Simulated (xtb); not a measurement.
C4H5FO, SMILES [C@@H]1(C=O)C[C@H]1F. All values are semi-empirical tight-binding results from xtb (GFN2-xTB unless named), good for trends rather than for accurate numbers. Geometry optimised at GFN2-xTB. One conformer was computed; it need not be the lowest.

Computed properties:
The orbital gap is 3.80 eV. The dipole moment comes out as 3.15 D and the zero-point energy is 50.6 kcal/mol. The G − E(el) at 298.15 K (modified RRHO) is 32.0 kcal/mol and the static polarisability (D4 model) is 49.0 bohr³. The solvation energy, GFN2-xTB/ALPB(water) is -3.6 kcal/mol and the solvation energy, GFN2-xTB/ALPB(dmso) comes out as -6.6 kcal/mol.

Computed IR lines (harmonic; lines under 4 % of the strongest left out, lines within 3 cm⁻¹ merged):
ν (cm⁻¹): 506 (w), 828 (w), 899 (w), 964 (m), 1134 (m), 1152 (w), 1356 (w), 1397 (w), 1449 (m), 1778 (vs), 2743 (m) (against the strongest line: vs over 80 %, s over 45 %, m over 15 %, w over 4 %, vw less)
